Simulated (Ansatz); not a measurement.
`CC(C)BO`, charge 0, multiplicity 1.

**Question.** Give a relaxed structure at PBE0-D4/def2-TZVP (Ansatz). (An estimate is asked.)

**Answer.** The calculation gave: 
```xyz
14

C    -1.481   -0.127   -0.233
C    -0.046   -0.101    0.298
C     0.757   -1.271   -0.277
B     0.644    1.262   -0.083
O     1.114    2.151    0.823
H    -2.093    0.670    0.197
H    -1.966   -1.081   -0.003
H    -1.495   -0.004   -1.320
H    -0.082   -0.214    1.392
H     0.275   -2.226   -0.047
H     1.774   -1.307    0.121
H     0.831   -1.192   -1.366
H     0.783    1.578   -1.234
H     0.985    1.863    1.732
```
Point group Cs.
This is one stationary point; other conformers may exist.
